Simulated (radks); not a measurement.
Charge is removed step by step from the 2p down level of Ne+, starting from [He] 2s2 2p(up 3, down 2). Method: scalar-relativistic Kohn-Sham, LDA (Slater exchange, Perdew-Wang correlation), spin-polarised, spherical densities, finite nucleus; Fermi nuclear charge, rms radius 3.0055 fm; computed with a radial shooting solver on a logarithmic mesh with Libxc functionals.

| removed (e) | E - E(0) (eV) | eigenvalue (eV) | E minus straight line (eV) |
|---|---|---|---|
| 0 | 0.000 | -31.375 | 0.000 |
| 0.125 | 4.075 | -33.832 | -1.121 |
| 0.25 | 8.459 | -36.334 | -1.933 |
| 0.375 | 13.159 | -38.879 | -2.429 |
| 0.5 | 18.180 | -41.465 | -2.604 |
| 0.625 | 23.527 | -44.091 | -2.454 |
| 0.75 | 29.204 | -46.755 | -1.972 |
| 0.875 | 35.216 | -49.455 | -1.156 |
| 1 | 41.568 | -52.190 | 0.000 |

Removing the whole electron costs 41.568 eV by Delta-SCF, against 31.375 eV from minus the eigenvalue at the starting occupation. Slater's transition state (half an electron removed) gives 41.465 eV. Integrating minus the eigenvalue over the occupation (Janak's theorem) gives 41.571 eV. In this scalar-relativistic scheme the density is built from large components alone, so the theorem holds only approximately. The mean slope of the eigenvalue, de/dn, is 20.8 eV per electron. Ionisation energy of Ne+ in the NIST Atomic Spectra Database: 40.963 eV (measured).
